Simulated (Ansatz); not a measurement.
CAlCl2NO (`O=C=[N][Al]([Cl])[Cl]`), relaxed with RKS PBE0-D4/def2-TZVP in Ansatz from a PBE-D4/def2-SVP geometry. The force threshold is 0.005 eV/Å; the program also tests the step.

The species carries charge 0 and has multiplicity 1.

Start:

```xyz
6

O    -0.428   -2.968   -0.371
C    -0.261   -1.810   -0.225
N    -0.089   -0.617   -0.074
Al    0.161    1.116    0.139
Cl    0.225    1.930    2.064
Cl    0.392    2.348   -1.534
```

| step | energy (eV) | largest force (eV/Å) | largest move (Å) |
| --- | --- | --- | --- |
| 1 | -36208.2191 | 1.218 | 0.000 |
| 2 | -36208.2657 | 0.154 | 0.035 |
| 3 | -36208.2670 | 0.067 | 0.006 |
| 4 | -36208.2671 | 0.008 | 0.003 |
| 5 | -36208.2671 | 0.003 | 0.001 |

End:

```xyz
6

O    -0.422   -2.928   -0.365
C    -0.258   -1.786   -0.222
N    -0.088   -0.611   -0.074
Al    0.159    1.101    0.137
Cl    0.222    1.905    2.042
Cl    0.387    2.319   -1.518
```

Hardware: 4 threads of an Arm Neoverse V2 on a shared host. Wall time 15 s, peak host memory 0.58 GiB.
